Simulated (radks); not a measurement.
Species: Br1.75+. Configuration: [Ar] 3d10 4s1.25 4p4 (fractional occupations, a model configuration).

Calculated with a radial shooting solver on a logarithmic mesh with Libxc functionals: Dirac Kohn-Sham, PBE, spin-unpolarised, spherical densities, point nucleus; open shells are shared between the two j in proportion to 2j + 1.

Energy parts (Ry):
| part | energy |
|---|---|
| total | -5210.33569 |
| kinetic | 5342.90397 |
| electron-nucleus | -12533.06144 |
| Hartree | 2162.90985 |
| exchange-correlation | -183.08808 |

Orbitals (lengths in bohr, moments of r in powers of bohr; <r^-3> diverges for s and p1/2; r(90%) holds 90 % of the orbital's charge):
| orbital | occ. | eigenvalue (Ry) | <1/r> | r(90%) | <r^-3> |
|---|---|---|---|---|---|
| 1s1/2 | 2 | -980.1636 | 35.66 | 0.0764 | - |
| 2s1/2 | 2 | -128.9420 | 7.956 | 0.293 | - |
| 2p1/2 | 2 | -116.2739 | 7.922 | 0.266 | - |
| 2p3/2 | 4 | -112.7822 | 7.663 | 0.272 | 1298 |
| 3s1/2 | 2 | -19.10380 | 2.606 | 0.821 | - |
| 3p1/2 | 2 | -14.69853 | 2.489 | 0.850 | - |
| 3p3/2 | 4 | -14.19579 | 2.427 | 0.866 | 188.7 |
| 3d3/2 | 4 | -6.55701 | 2.166 | 0.965 | 23.90 |
| 3d5/2 | 6 | -6.47699 | 2.150 | 0.972 | 23.11 |
| 4s1/2 | 1.25 | -2.90242 | 0.8342 | 2.34 | - |
| 4p1/2 | 1.33333 | -1.93930 | 0.7123 | 2.76 | - |
| 4p3/2 | 2.66667 | -1.89228 | 0.6986 | 2.81 | 17.75 |

The highest occupied level is 4p3/2 at -25.746 eV. The density falls to 0.001 e/bohr^3 at r = 3.64 bohr. Summed over all electrons, <r^2> = 27.10 bohr^2, which gives a Langevin (diamagnetic) susceptibility term of -21.5 x 10^-6 cm^3/mol.
